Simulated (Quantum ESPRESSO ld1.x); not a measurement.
Hf34+, 38 electrons, occupied as [Kr] 4d2 (the NIST ground configuration). Calculated with ld1.x of Quantum ESPRESSO 7.5: Dirac Kohn-Sham, LDA (Slater exchange, Perdew-Zunger correlation), spin-unpolarised, spherical densities, point nucleus; open shells fill j = l - 1/2 first. Some entries of the table are withheld. Estimate them.

orbital  occ.  eigenvalue (hartree)  <1/r> (bohr^-1)  <r> (bohr)
1s1/2       2              -2444.97            83.78     0.01900
2s1/2       2              -460.308            20.31     0.07978
2p1/2       2              -442.053            20.28     0.06613
2p3/2       4              -398.290            17.23     0.07384
3s1/2       2              -142.932            7.523      0.2065
3p1/2       2              -134.948            7.440      0.1962
3p3/2       4              -125.357            6.658      0.2100
3d3/2       4              -111.995            6.544      0.1837
3d5/2       6              -109.889            6.357      0.1879
4s1/2       2              -62.9148            3.517      0.4252
4p1/2       2              -59.5333            3.445         (1)
4p3/2       4              -56.6316            3.185         (2)
4d3/2       2              -51.1324            3.063      0.4353
4d5/2       0              -50.5132            3.003      0.4414
4f5/2       0                   (3)            2.796      0.4118
4f7/2       0                   (4)            2.776      0.4143
5s1/2       0              -35.1154            1.996      0.7388
5p1/2       0              -33.5360              (5)      0.7464
5p3/2       0              -32.3182              (6)      0.7745

Answer. 
(1) 4p1/2 <r> (bohr): 0.4232
(2) 4p3/2 <r> (bohr): 0.4444
(3) 4f5/2 eigenvalue (hartree): -44.0448
(4) 4f7/2 eigenvalue (hartree): -43.8795
(5) 5p1/2 <1/r> (bohr^-1): 1.955
(6) 5p3/2 <1/r> (bohr^-1): 1.845
